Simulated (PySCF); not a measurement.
PySCF input (M06-2X/6-31G* (5d)):

```python
from pyscf import gto, dft

mol = gto.M(
    atom='''
    F     1.62366900   -0.70877100    0.00655200
    C     0.62960400    0.19732900   -0.01250100
    C    -0.62960400   -0.19732900    0.01250100
    F    -1.62366900    0.70877100   -0.00655200
    H     0.96175400    1.22502700   -0.04851800
    H    -0.96175400   -1.22502700    0.04851800
    ''',
    basis='6-31g*',
    charge=0,
    spin=0,
    verbose=4,
)

mf = dft.RKS(mol, xc='m062x')
mf.grids.level = 4
mf.conv_tol = 1e-9
mf.max_cycle = 100
mf.max_memory = 1500
mf.kernel()
if not mf.converged:
    mf = mf.newton()
    mf.kernel(mf.make_rdm1())
mf.dip_moment()
```

Output:

```
PySCF version 2.14.0

[INPUT] verbose = 4
[INPUT] num. atoms = 6
[INPUT] num. electrons = 32
[INPUT] charge = 0
[INPUT] spin (= nelec alpha-beta = 2S) = 0
[INPUT] symmetry False subgroup None
[INPUT] Mole.unit = angstrom
[INPUT] Symbol           X                Y                Z      unit          X                Y                Z       unit  Magmom
[INPUT]  1 F      1.623669000000  -0.708771000000   0.006552000000 AA    3.068289726946  -1.339383075034   0.012381485568 Bohr   0.0
[INPUT]  2 C      0.629604000000   0.197329000000  -0.012501000000 AA    1.189779126931   0.372897766434  -0.023623466283 Bohr   0.0
[INPUT]  3 C     -0.629604000000  -0.197329000000   0.012501000000 AA   -1.189779126931  -0.372897766434   0.023623466283 Bohr   0.0
[INPUT]  4 F     -1.623669000000   0.708771000000  -0.006552000000 AA   -3.068289726946   1.339383075034  -0.012381485568 Bohr   0.0
[INPUT]  5 H      0.961754000000   1.225027000000  -0.048518000000 AA    1.817451659205   2.314965525198  -0.091685732112 Bohr   0.0
[INPUT]  6 H     -0.961754000000  -1.225027000000   0.048518000000 AA   -1.817451659205  -2.314965525198   0.091685732112 Bohr   0.0

nuclear repulsion = 111.041705052111
number of shells = 28
number of NR pGTOs = 116
number of NR cGTOs = 60
basis = 6-31g*
ecp = {}

******** <class 'pyscf.dft.rks.RKS'> ********
method = RKS
initial guess = minao
damping factor = 0
level_shift factor = 0
DIIS = <class 'pyscf.scf.diis.CDIIS'>
diis_start_cycle = 1
diis_space = 8
diis_damp = 0
SCF conv_tol = 1e-09
SCF conv_tol_grad = None
SCF max_cycles = 100
direct_scf = True
direct_scf_tol = 1e-13
XC library pyscf.dft.libxc version 7.1.2
    S. Lehtola, C. Steigemann, M. J. T. Oliveira, and M. A. L. Marques,  SoftwareX 7, 1–5 (2018)
XC functionals = m062x
    Y. Zhao and D. G. Truhlar,  Theor. Chem. Acc. 120, 215 (2008)
    Y. Zhao and D. G. Truhlar,  Theor. Chem. Acc. 120, 215 (2008)
radial grids:
    Treutler-Ahlrichs [JCP 102, 346 (1995); DOI:10.1063/1.469408] (M4) radial grids

becke partition: Becke, JCP 88, 2547 (1988); DOI:10.1063/1.454033
pruning grids: <function nwchem_prune>
grids dens level: 4
symmetrized grids: False
atomic radii adjust function: <function treutler_atomic_radii_adjust>
small_rho_cutoff = 0
Set gradient conv threshold to 3.16228e-05
Initial guess from minao.
tot grids = 146304
init E= -277.427394551526
  HOMO = -0.260981862895614  LUMO = 0.0146682738834838  gap/eV = 7.50082
cycle= 1 E= -276.877003967622  delta_E= 0.55  |g|= 0.553  |ddm|= 2.26
  HOMO = -0.321569158816071  LUMO = 0.0324403654573735  gap/eV = 9.63309
cycle= 2 E= -276.869910025224  delta_E= 0.00709  |g|= 0.627  |ddm|= 0.716
  HOMO = -0.315182804663792  LUMO = 0.0668297007414571  gap/eV = 10.39509
cycle= 3 E= -276.9328980886  delta_E= -0.063  |g|= 0.0329  |ddm|= 0.41
  HOMO = -0.315827523485777  LUMO = 0.0672861788424925  gap/eV = 10.42505
cycle= 4 E= -276.933128436302  delta_E= -0.00023  |g|= 0.0049  |ddm|= 0.0242
  HOMO = -0.31580634721056  LUMO = 0.0672453465047056  gap/eV = 10.42337
cycle= 5 E= -276.933137156243  delta_E= -8.72e-06  |g|= 0.00057  |ddm|= 0.00925
  HOMO = -0.31578453202905  LUMO = 0.0672710806428385  gap/eV = 10.42347
cycle= 6 E= -276.933137344006  delta_E= -1.88e-07  |g|= 0.000127  |ddm|= 0.00137
  HOMO = -0.315808038648327  LUMO = 0.0672475190158859  gap/eV = 10.42347
cycle= 7 E= -276.933137351368  delta_E= -7.36e-09  |g|= 3.34e-05  |ddm|= 0.000258
  HOMO = -0.315796992280667  LUMO = 0.0672597853195369  gap/eV = 10.42351
cycle= 8 E= -276.933137351765  delta_E= -3.96e-10  |g|= 1.05e-05  |ddm|= 4.76e-05
  HOMO = -0.315801547708115  LUMO = 0.0672558172575792  gap/eV = 10.42352
Extra cycle  E= -276.933137351789  delta_E= -2.39e-11  |g|= 6.15e-06  |ddm|= 1.47e-05
converged SCF energy = -276.933137351789
Dipole moment(X, Y, Z, Debye): -0.00000, -0.00000,  0.00000
```

The geometry given is a B3LYP-D3(BJ)/def2-TZVP minimum.
